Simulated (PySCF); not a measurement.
Al(Cl)(NCO)(OH) (CHAlClNO2), SMILES O=C=[N][Al]([OH])[Cl].

The structure is a stationary point at PBE0-D3(BJ)/def2-SVP. One conformer was computed; it need not be the lowest.

Method: C-PCM-ωB97X/def2-SVP in PySCF.

The values are the electrostatic part of the solvation free energy, E(continuum) − E(gas) at the gas-phase geometry, in a cavity of scaled van der Waals radii (PySCF's table); cavitation and dispersion terms are not included. A continuum can't describe solvent molecules that bind to the metal. In vacuum the orbital gap is 12.57 eV. The dipole moment in vacuum is 2.03 D.

Computed values in water (ε = 78.36), tetrahydrofuran (ε = 7.43), dichloromethane (ε = 8.93):
```
solvent              ε  ΔG(elec) (kcal/mol)  dipole (D)  gap (eV)
---------------  -----  -------------------  ----------  --------
water            78.36                 -9.0        2.49     12.94
tetrahydrofuran   7.43                 -7.7        2.42     12.89
dichloromethane   8.93                 -7.9        2.44     12.90
```
